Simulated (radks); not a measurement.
Isoelectronic series with 5 electrons, all held in the configuration [He] 2s2 2p1, which need not be the ground one along the series. All-electron calculation, Dirac Kohn-Sham, PBEsol, spin-unpolarised, spherical densities, finite nucleus; open shells are shared between the two j in proportion to 2j + 1; Fermi nuclear charge, rms radius of each element as measured or else 0.836 A^(1/3) + 0.57 fm. Program: a radial shooting solver on a logarithmic mesh with Libxc functionals. Total energies (hartree) and orbital eigenvalues (hartree):

ion,E (hartree),2p3/2,2p1/2,2s1/2
B,-24.46973,-0.13061,-0.13073,-0.34401
C+,-37.19688,-0.62116,-0.62158,-0.94151
N2+,-52.68875,-1.37271,-1.37380,-1.79928
O3+,-70.94367,-2.37900,-2.38130,-2.91165
F4+,-91.96298,-3.63791,-3.64218,-4.27697
Ne5+,-115.74937,-5.14843,-5.15573,-5.89472
Mg7+,-171.63812,-8.92257,-8.94035,-9.88752
Al8+,-203.74937,-11.18576,-11.21175,-12.26309
Si9+,-238.64535,-13.69959,-13.73635,-14.89199
